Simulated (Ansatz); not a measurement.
Seven cases of atomisation energy with Al to Br (electronic energies, kcal/mol); geometries: B3LYP-D3(BJ)/def2-TZVP. The cases were drawn at random from those of this class that have a high level and all functionals, leaving out states under which another spin lies or may lie. Left out are anions, K, Ca, elements past Kr, ionisation of Li, Na and Mg, pi-pi* triplets of linear molecules and other triplets made from a closed-shell parent. Runs that doubt their state, and full CI more than 15 mEh from coupled cluster, are set aside; a case stays where another high level and all functionals remain. AFQMC serves as high level only in triple zeta or larger, with a steady walk, a bar under 0.8 kcal/mol and agreement with other high levels or trials where they ran; where none ran, an unstable determinant or (outside 3d species) a high T1 diagnostic also bars it, so strongly correlated cases are thinned. No case was kept or dropped by the size of a functional's miss. High levels with a bar over 0.5 kcal/mol are left out too, and the seventh case lies inside the range of the six. Affinities count positive where energy is released, gaps as the second state minus the first. PBE0 is by Ansatz (a quantum-chemistry and plane-wave program) in def2-TZVPD. High levels (Ansatz): P = CCSD(T)/CBS(cc-pV(T+d)Z,cc-pV(Q+d)Z) + [CCSDT(Q) - CCSD(T)]/cc-pV(D+d)Z + core + X2C; Q = CCSD(T)/CBS(def2-TZVPP,def2-QZVPP) + [CCSDT(Q) - CCSD(T)]/def2-SVP; R = CCSD(T)/CBS(def2-TZVPP,def2-QZVPP) + [CCSDT(Q) - CCSD(T)]/def2-TZVPP; S = CCSD(T)/CBS(def2-TZVPP,def2-QZVPP) + [CCSDT(Q) - CCSD(T)]/def2-TZVPP + [CCSDTQ - CCSDT(Q)]/def2-SVP. Radicals and triplets start from unrestricted determinants; spin-orbit coupling is neglected. Cores are frozen in correlated methods (noble-gas shells, and filled d and f shells in the p block). Rows without X2C or -DK are non-relativistic. CBS(X,Y): correlation extrapolated as X^-3, Hartree-Fock from the larger set. A bracket is a step between two methods taken in the basis named. The functionals are non-relativistic, so their misses hold any scalar relativity. '+ core + X2C': CCSD(T) terms for core correlation (cc-pwCVTZ, 1s frozen past Ne) and scalar relativity (cc-pVTZ-DK). For partners of very few electrons the exact lower level stands in for a higher one. The restricted determinant of Be ([Be], singlet) is unstable towards broken spin symmetry in at least one set run.

```csv
case,PBE0,level,high level
"Si2H4Cl (SMILES [SiH2][SiH2]Cl, doublet)",450.1,P,457.2
BeSiH4 (SMILES [BeH][SiH3]),354.8,S,359.5
"SiH3Se (SMILES [SiH3][Se], doublet)",298.7,R,304.3
BN2H4Cl (SMILES NB(N)Cl),721.2,P,721.1
"H2GeOCl (SMILES [OH][GeH][Cl], doublet)",340.1,Q,348.0
CH5AlS (SMILES C[S][AlH2]),596.1,P,603.8
"SiH2SCl (SMILES S[SiH]Cl, doublet)",326.3,P,withheld
```

**Question.** Fit a straight line from PBE0 to the high level over the first six rows by least squares, predict the seventh, and compare with the calculation.

**Answer.** Means: PBE0 460.17, high level 465.65. Sxx = 138307, Sxy = 136908, slope 0.9899, intercept +10.13 kcal/mol; residual standard deviation 2.8 kcal/mol. Seventh row: 0.9899·(326.3) +10.13 = 333.1 kcal/mol. The calculation gave 329.0 kcal/mol: the line differs from it by +4.1, PBE0 itself by -2.7.
